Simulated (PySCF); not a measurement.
Species: C₈H₁₀OS.
Numbering: `[CH:1]#[C:2][C@@H:3]1[CH2:4][S:5][CH2:6][C@@H:7]([CH3:8])[C:9]1=[O:10]` (hydrogens: H11 on C1; H12 on C3; H13, H14 on C4; H15, H16 on C6; H17 on C7; H18, H19, H20 on C8)

The calculation used PySCF 2.14.0, PBE0-D3(BJ)/def2-SVP geometry optimisation, gas phase.

What internal coordinates does the optimisation give?

```json
{"bond": "C1≡C2", "length (Å)": "1.211", "order": "triple"}
{"bond": "C2–C3", "length (Å)": "1.457", "order": "single"}
{"bond": "C3–C4", "length (Å)": "1.540", "order": "single"}
{"bond": "C4–S5", "length (Å)": "1.807", "order": "single"}
{"bond": "S5–C6", "length (Å)": "1.809", "order": "single"}
{"bond": "C6–C7", "length (Å)": "1.537", "order": "single"}
{"bond": "C7–C8", "length (Å)": "1.518", "order": "single"}
{"bond": "C7–C9", "length (Å)": "1.517", "order": "single"}
{"bond": "C9=O10", "length (Å)": "1.204", "order": "double"}
{"bond": "C3–C9", "length (Å)": "1.539", "order": "single"}
{"bond": "C1–H11", "length (Å)": "1.074", "order": "single"}
{"bond": "C3–H12", "length (Å)": "1.103", "order": "single"}
{"bond": "C4–H13", "length (Å)": "1.100", "order": "single"}
{"bond": "C4–H14", "length (Å)": "1.102", "order": "single"}
{"bond": "C6–H15", "length (Å)": "1.104", "order": "single"}
{"bond": "C6–H16", "length (Å)": "1.100", "order": "single"}
{"bond": "C7–H17", "length (Å)": "1.104", "order": "single"}
{"bond": "C8–H18, C8–H19, C8–H20", "length (Å)": "1.100", "order": "single"}
```

Bonds in one row agree within 0.01 Å and their mean is given. Orders are formal, as drawn. A selection of angles:
```json
{"angle": "C1–C2–C3", "degrees": "179.3"}
{"angle": "C2–C3–C4", "degrees": "112.8"}
{"angle": "C2–C3–C9", "degrees": "110.9"}
{"angle": "C4–C3–C9", "degrees": "110.1"}
{"angle": "C3–C4–S5", "degrees": "112.8"}
{"angle": "C4–S5–C6", "degrees": "97.1"}
{"angle": "S5–C6–C7", "degrees": "113.8"}
{"angle": "C6–C7–C8", "degrees": "111.7"}
{"angle": "C6–C7–C9", "degrees": "109.6"}
{"angle": "C8–C7–C9", "degrees": "111.4"}
{"angle": "C7–C9–O10", "degrees": "123.1"}
{"angle": "C3–C9–C7", "degrees": "116.4"}
{"angle": "C3–C9–O10", "degrees": "120.5"}
```

Torsions: C2–C3–C4–S5 -64° (synclinal); C3–C4–S5–C6 -57° (synclinal); C4–S5–C6–C7 57° (synclinal); S5–C6–C7–C8 175° (antiperiplanar); C6–C7–C9–O10 -119° (anticlinal); C2–C3–C9–C7 66° (synclinal).

The 6-membered ring C3–C4–S5–C6–C7–C9 has internal angles of 97.1° to 116.4°; it is puckered, 0.27 Å rms from its mean plane, widest ring torsion 61°. The 7 C–C bonds span 1.211 Å (C1≡C2, drawn triple) to 1.540 Å (C3–C4, drawn single), a spread of 0.329 Å. Of the pairs four or more bonds apart, C2···H17 is among the closest relative to their van der Waals radii: 2.73 Å, 94 % of the sum of Bondi's values.

Point group: C1 (no symmetry element, even within 0.4 Å). PBE0-D3(BJ)/def2-SVP frequencies: not computed here. The numbers are those of one conformer.

Rough CPU time on one thread of a shared machine: about 4 min. This is the geometry optimisation.
